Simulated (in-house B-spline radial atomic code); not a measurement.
A fraction x of an electron is moved 5s → 5f in Sr, starting from [Kr] 5s2 and keeping the highest spin. All numbers are computed (scalar-relativistic (X2C) LDA VWN5, spin-polarised, spherical fractional occupations; Fermi nucleus of rms radius 4.224 fm) with a B-spline radial code for spherical atoms, not measured.

```csv
x,E(x) - E(0) (eV),5s down level (eV),5f up level (eV)
0,0.0000,-3.639,-
0.25,1.0175,-4.618,-0.119
0.375,1.6053,-5.066,-0.165
0.5,2.2415,-5.483,-0.211
0.625,2.9220,-5.864,-0.255
0.75,?,?,?
0.875,?,?,?
1,5.1892,-,-0.386
```

(1) What belongs in the row x = 0.75?

(2) What belongs in the row x = 0.875?

(3) Check Janak's theorem between x = 0.25 and 0.375.

## Answers

(1) An energy change of 3.6423 eV; 5s down at -6.211 eV, 5f up at -0.299 eV.

(2) An energy change of 4.3988 eV; 5s down at -6.533 eV, 5f up at -0.343 eV.

(3) The slope of the energy is 4.70 eV; the orbital levels give 4.70 eV (ε of the receiving orbital less ε of the emptying one, averaged over the two points).
